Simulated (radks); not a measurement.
Sm15+, configuration [Kr] 4d10 4f1. All-electron calculation, scalar-relativistic Kohn-Sham, r2SCAN, spin-polarised, spherical densities, finite nucleus; open shells are filled with parallel spins first (spin-orbit coupling, left out, can overturn this in heavy ions); meta-GGA in the generalised Kohn-Sham scheme; Fermi nuclear charge, rms radius 5.0819 fm. Program: a radial shooting solver on a logarithmic mesh with Libxc functionals.

Normalised radial functions P(r) = r R(r), r in bohr:

r	4p up
0.001952	0.0075
0.002865	0.0145
0.004173	0.0276
0.006078	0.0518
0.008923	0.0965
0.013	0.1714
0.01893	0.2871
0.02779	0.4420
0.04047	0.5770
0.05895	0.5637
0.08654	0.2170
0.126	-0.4352
0.1836	-0.8809
0.2695	-0.3476
0.3925	0.9270
0.5717	1.5195
0.8394	0.8964
1.222	0.2117
1.78	0.0153

4p up: eigenvalue -553.36 eV, 2 radial nodes at r = 0.0993, 0.301 bohr, <r> = 0.594 bohr, 90 % of the charge inside 0.857 bohr.
